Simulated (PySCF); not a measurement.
C₆H₁₃PSi.
Atom-mapped SMILES: `[CH3:1][C:2]1=[C:3]([SiH3:4])[CH2:5][CH2:6][P:7]1[CH3:8]`

Geometry (GFN2-xTB, Å), atoms numbered from 1 in this order:
```
atom  x, y, z in Å
C1    -0.4343    2.0207    0.9531
C2    -0.0657    0.8529    0.1039
C3    -0.8392   -0.1865   -0.2156
Si4   -2.6103   -0.4600    0.3628
C5    -0.1918   -1.2302   -1.0876
C6     1.0958   -0.6454   -1.6779
P7     1.6310    0.7861   -0.6111
C8     2.4267   -0.1608    0.7818
H9     0.2420    2.0937    1.8059
H10   -1.4560    1.9417    1.3185
H11   -0.3329    2.9411    0.3776
H12   -3.4939    0.5499   -0.2259
H13   -2.6898   -0.3954    1.8255
H14   -3.0289   -1.7942   -0.0738
H15    0.0236   -2.1145   -0.4794
H16   -0.8720   -1.5491   -1.8805
H17    0.9042   -0.2424   -2.6762
H18    1.8954   -1.3821   -1.7672
H19    3.3901   -0.5367    0.4413
H20    1.8000   -0.9887    1.1080
H21    2.5971    0.5168    1.6165
```

Probes without a nucleus sit at each ring's centroid and 1 Å off its mean plane on both sides; NICS is minus the shielding there, NICSzz its component along the normal. Level: GIAO PBE0/pcSseg-1 (PySCF, non-relativistic, gas phase) on the GFN2-xTB geometry, one conformer.

Ring bond lengths (Å), with Mayer bond orders in brackets: C2–C3 1.334 (1.79), C3–C5 1.506 (1.02), C5–C6 1.532 (1.01), C6–P7 1.864 (0.96), P7–C2 1.842 (0.93).

Task: What do the NICS probes read (ppm)?

Result: 
| ring | type | NICS(0) | NICS(1), two faces | NICS(1)zz, two faces | rms pucker (Å) | centre to ring atoms, mean (Å) |
| --- | --- | --- | --- | --- | --- | --- |
| C2–C3–C5–C6–P7 | 5-membered ring with P; formal bonds 1 double, 4 single | -2.2 | -4.1 / -2.4 | -4.1 / -2.2 | 0.10 | 1.36 |

Task: What do they say, and how far can they be read as aromaticity?

Result: 
- C2–C3–C5–C6–P7: mean NICS(1)zz -3.1 ppm, shielded. C5, C6 have four or more neighbours, so the value isn't read as a sign of a π ring current.
